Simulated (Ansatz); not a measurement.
Reaction (redistribution): `BBC` + `CCO[SiH2]N` → `BO[SiH2]N` + `CBCC`

Gas-phase electronic energies from Ansatz, PBE0-D4/def2-TZVP geometries. CBS: MP2 limit from def2 TZ/QZ plus the TZ coupled-cluster correction, frozen cores. Functionals use def2-TZVPP. One conformer a species, not always the lowest.

`BBC`:

Cartesian coordinates in Å:
```
B -1.074 -0.168 -1.195
B 0.240 0.320 -0.346
C 0.628 -0.048 1.123
H -1.077 -1.172 -1.855
H -2.086 0.478 -1.229
H 1.018 1.030 -0.941
H -0.128 -0.576 1.705
H 1.514 -0.696 1.057
H 0.965 0.832 1.681
```

`CCO[SiH2]N`:

Z-matrix (Å, degrees):
```
C
C 1 1.509
H 1 1.093 2 110.5
H 1 1.092 2 110.4 3 -120.1
H 1 1.092 2 110.5 3 120.2
O 2 1.413 1 109.5 3 179.7
H 2 1.098 1 110.2 3 58.8
H 2 1.099 1 110.1 3 -59.2
Si 6 1.645 2 123.0 1 173.2
N 9 1.706 6 116.7 2 63.2
H 9 1.488 6 109.0 2 -55.5
H 9 1.479 6 103.3 2 -176.5
H 10 1.006 9 123.0 6 68.3
H 10 1.005 9 122.1 6 -91.7
```

`BO[SiH2]N`:

Z-matrix (Å, degrees):
```
Si
O 1 1.666
N 1 1.699 2 114.2
H 1 1.483 2 107.5 3 -120.2
H 1 1.479 2 105.2 3 118.4
B 2 1.344 1 132.0 3 114.0
H 3 1.006 1 121.7 2 -78.6
H 3 1.006 1 121.7 2 74.7
H 6 1.205 2 120.2 1 0.3
H 6 1.200 2 118.3 1 -179.6
```

`CBCC`:

Z-matrix (Å, degrees):
```
C
B 1 1.558
H 1 1.102 2 106.0
H 1 1.094 2 112.7 3 -114.0
H 1 1.092 2 115.8 3 118.6
C 2 1.561 1 125.2 3 -104.1
H 2 1.205 1 117.9 3 73.8
C 6 1.522 2 118.8 1 -1.0
H 6 1.101 2 106.8 1 125.1
H 6 1.102 2 106.1 1 -126.3
H 8 1.093 6 112.0 2 179.8
H 8 1.093 6 111.4 2 59.5
H 8 1.093 6 111.4 2 -59.9
```

| level | ΔE (eV) | difference from CCSD(T)/CBS |
| --- | --- | --- |
| r2SCAN-D4 | -2.33 | 0.07 |
| PBE0-D4 | -2.31 | 0.09 |
| PBE | -2.25 | 0.15 |
| PBE0 | -2.31 | 0.09 |
| HF/def2-TZVPP | -2.36 | 0.04 |
| CCSD/def2-TZVPP | -2.39 | 0.01 |
| CCSD(T)/def2-TZVPP | -2.40 | 0.00 |
| HF/def2-QZVPP | -2.36 | 0.04 |
| SCS-MP2/def2-QZVPP | -2.45 | -0.05 |
| HF/CBS(def2) | -2.36 | 0.04 |
| CCSD(T)/CBS | -2.40 | 0 |

Largest T1 diagnostic among the species: 0.012.

In def2-TZVPP, CCSD(T) changes the Hartree–Fock value by −0.04 eV (the triples alone add −0.01 eV) and MP2 by −0.15 eV. From PBE to PBE0 (25 % exact exchange), in def2-TZVPP and without D4, ΔE moves by −0.06 eV.
